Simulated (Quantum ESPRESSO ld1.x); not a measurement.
Values are calculated unless marked as measured or tabulated.
Problem. Zr II, 39 electrons, occupied as [Ar] 3d10 4s2 4p4 4d2 5s1 4f2 (not the ground configuration). Code: ld1.x of Quantum ESPRESSO 7.5. Model: scalar-relativistic Kohn-Sham, exchange-only PBE, spin-unpolarised, spherical densities, point nucleus. Some entries of the table are withheld. Estimate them.

| orbital | occ. | eigenvalue (eV) | <r> (bohr) | <r^2> (bohr^2) |
|---|---|---|---|---|
| 1s | 2 | -17854.9 | 0.03707 | 0.001853 |
| 2s | 2 | -2497.31 | (1) | 0.03116 |
| 2p | 6 | -2230.17 | 0.1417 | (2) |
| 3s | 2 | (3) | 0.4583 | 0.2408 |
| 3p | 6 | (4) | (5) | 0.2485 |
| 3d | 10 | -201.218 | 0.4516 | 0.2465 |
| 4s | 2 | -77.3712 | 1.181 | 1.576 |
| 4p | 4 | -54.3438 | 1.307 | 1.946 |
| 4d | 2 | (6) | 1.737 | 3.533 |
| 5s | 1 | -16.3341 | 2.906 | 9.480 |
| 4f | 2 | -2.6790 | 5.953 | 42.59 |

Solution. 
(1) 2s <r> (bohr): 0.1626
(2) 2p <r^2> (bohr^2): 0.02454
(3) 3s eigenvalue (eV): -431.183
(4) 3p eigenvalue (eV): -344.132
(5) 3p <r> (bohr): 0.4618
(6) 4d eigenvalue (eV): -21.8106
